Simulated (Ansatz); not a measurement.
System: C$_{2}$H$_{6}$BrGaO$_{2}$, net charge 0, singlet state. 
Structure (B3LYP-D3(BJ)/def2-TZVP (Ansatz, an electronic-structure program) minimum search):
```
Ga
O 1 1.7690
C 2 1.4210 1 124.27
H 3 1.0928 2 109.06 1 121.34
H 3 1.0928 4 108.65 2 -118.84
H 3 1.0939 4 108.43 5 -117.65
O 1 1.7690 2 117.90 3 179.95
C 7 1.4210 1 124.27 2 -179.95
H 8 1.0928 7 109.06 1 -121.34
H 8 1.0928 9 108.65 7 118.84
H 8 1.0939 9 108.43 10 117.65
Br 1 2.3004 2 121.05 3 -0.12
```

Basis-set convergence of Hartree-Fock and CCSD(T) correlation energies (hartree) with Ansatz. Valence correlation only, unless marked. Spin-orbit coupling is left out. The frozen core is the preceding noble-gas configuration, with the filled d and f shells of earlier blocks. No relativistic terms.

```
basis    functions        E(HF)  E(corr, CCSD(T))
-------  ---------  -----------  ----------------
cc-pVDZ        140  -4724.66016          -0.90466
cc-pVTZ        290  -4724.88797          -1.14319
cc-pVQZ        536  -4724.91268          -1.22234
```

Extrapolating the two largest sets (X = 3 and 4) as X^-3: E(corr) = (64·(-1.22234) - 27·(-1.14319))/37 = -1.2801 Eh, an estimate of the basis-set limit. The largest set recovers 95.5 % of it, the smallest 70.7 %.
